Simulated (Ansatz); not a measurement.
A made-up structure of SiNH$_{3}$Te, closed shell:

```
6
angstrom
Si -0.9542 0.0996 -0.7370
N 0.1256 -1.1143 0.0016
Te 1.8584 -1.0862 1.3582
H -2.1712 -0.4120 -1.7326
H -0.8753 1.7495 -0.5321
H 2.0167 0.7633 1.6418
```

It is relaxed with PBE-D4/def2-SVP and then PBE0-D4/def2-TZVP (Ansatz 0.2.0). Atoms count as bonded within 1.22 times the sum of their covalent radii (H–H: 0.88 Å). The end point is not checked to be a true minimum.

Task: Does its bonding change? (Judge from chemistry; the calculation decides.)

Result: Computed: No: no bond forms or breaks.

Where it ends: The first stage lowers the energy by 1.15 eV in 6 steps. It ends as SiNH₃Te ([SiH2][N][TeH]):
Si1  (-0.852, 0.089, -0.658)
N2  (0.112, -0.995, 0.001)
Te3  (1.659, -0.970, 1.213)
H4  (-1.939, -0.368, -1.547)
H5  (-0.782, 1.562, -0.476)
H6  (1.801, 0.681, 1.466)
(Å)

Labels in which every atom is bracketed show which atoms are joined, not bond orders.

For scale, one of the runs: PBE0-D4/def2-TZVP relaxation, 136 basis functions, launched by `ansatz run in.yaml --threads 2 --pin off --events-out ev --progress --plain --max-ram 4352MiB`. The run took about 23 s on 2 CPU threads of an Arm Neoverse V2 (shared host).
